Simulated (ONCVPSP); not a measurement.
**Before and after: ONCV potential for zirconium (Zr)**

- Element: Zr
- Generator: ONCVPSP 4.0.1
- Type: optimised norm-conserving Vanderbilt (ONCV)
- Functional: PBE
- Relativity: scalar-relativistic
- Frozen core: [Ar] 3d10 4s2
- Valence charge: 10
- Reference configuration: 4p6 4d2 5s2
- Partial waves: 5s: rc 2.75 bohr, ncon 3, nbas 8, qcut 2.3 1/bohr, 2 projectors, debl 3 Ha; 4p: rc 1.55 bohr, ncon 4, nbas 7, qcut 5.4 1/bohr, 2 projectors, debl 2.8 Ha; 4d: rc 2.90 bohr, ncon 4, nbas 8, qcut 6.3 1/bohr, 2 projectors, debl 2.1 Ha
- Local potential: polynomial inside 1.00 bohr (lpopt 5, dvloc0 0 Ha)
- Core correction: none

All-electron outer shells of the reference configuration (PBE, scalar-relativistic, ld1.x):

```csv
shell,level (eV),outermost node (bohr),outermost maximum (bohr)
4s,-54.50,0.55,1.08
4p,-32.46,0.56,1.17
5s,-4.44,1.47,3.15
4d,-3.60,0.58,1.59
```

Change: s: qcut 1.4.

Cutoffs: the cutoffs (Ha) at which the residual kinetic energy of the hardest occupied pseudo-wave falls to 1 and 0.1 mHa per electron; they do not see the model core or the augmentation charge, which bear on the density cutoff. Errors are all-electron minus pseudo energies relative to the spin-unpolarised reference configuration.

What does the change do?

The potential gets neither clearly harder nor softer (25 Ha and 57 Ha → 25 Ha and 57 Ha); both files keep a bound ghost (s); of the 4 tests that both files solve, the error grows in 0 and shrinks in 4 by more than 15 % and 0.3 meV (median size 10.7 → 6.2 meV).

| quantity | base | changed |
| --- | --- | --- |
| cutoff, loose | 25 Ha | 25 Ha |
| cutoff, tight | 57 Ha | 57 Ha |
| loose cutoff by channel | s 2.2 Ha, p 25 Ha, d 11 Ha | s 8.9 Ha, p 25 Ha, d 11 Ha |
| bound ghosts | s | s |
| GHOST(+) flags under 300 eV | s at 78.8 eV | s at 79.9 eV |
| error for 4p6 4d2 5s1, meV [ΔE 7.14 eV] | -3.2 | +0.6 |
| error for 4p6 4d2 5s0, meV [ΔE 20.08 eV] | -6.6 | +3.3 |
| error for 4p6 4d1 5s0, meV [ΔE 42.70 eV] | +130 | +77 |
| error for 4p6 4d2 5s0 5p2, meV [ΔE 6.21 eV] | -15 | -9.1 |
| s: phases at 2.79 bohr within 0.05 rad from the reference energy up to (Ha; the scan ends near 5) | 2.4 | 2.9 |
| p: phases at 1.57 bohr within 0.05 rad from the reference energy up to (Ha; the scan ends near 5) | 4.5 | 4.5 |
| d: phases at 2.95 bohr within 0.05 rad from the reference energy up to (Ha; the scan ends near 5) | 3.6 | 3.6 |

 A true bound ghost makes a file unfit for plane-wave use even where its test errors are small: the radial tests pick states by their node count and pass the ghost by.
